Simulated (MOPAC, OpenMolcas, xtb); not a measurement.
## CuOH (SMILES [OH][Cu]): methods side by side

The species is CuOH (3 atoms), meant as a singlet with charge 0. SMILES: `[OH][Cu]`. The shape comes from GFN2-xTB, which is rough for such elements, and wasn't checked as a minimum.

```xyz
3

O    -0.3080   -0.3873   -0.2182
Cu    1.1564    0.0133    0.6369
H    -0.8484    0.3740   -0.4187
```

Quantity: the dipole moment, in D. The values are calculated.

| level | kind | program | value (D) | CPU time |
| --- | --- | --- | --- | --- |
| PM6 | semi-empirical | MOPAC | 4.01 | under 2 s |
| GFN2-xTB | semi-empirical | xtb | 4.69 | under 2 s |
| GFN0-xTB | semi-empirical | xtb | 4.95 | under 2 s |
| GFN1-xTB | semi-empirical | xtb | 4.48 | under 2 s |
| HF/STO-3G | Hartree–Fock | OpenMolcas | 2.02 | 1.8 s |
| HF/3-21G | Hartree–Fock | OpenMolcas | 3.29 | 2.1 s |
| HF/def2-SVP | Hartree–Fock | OpenMolcas | 5.32 | 2.5 s |
| HF/ANO-RCC-VDZP (DKH2) | Hartree–Fock | OpenMolcas | 5.34 | 4.9 s |
| PBE/pcseg-1 | GGA | OpenMolcas | 3.07 | 7.1 s |
| BLYP/def2-TZVP | GGA | OpenMolcas | 3.09 | 15 s |

The values span 2.02 to 5.34 D. Sets without polarisation functions give poor dipoles. Times are those of the runs behind each value, whatever else they computed, on shared processors of several kinds: orders of magnitude only.
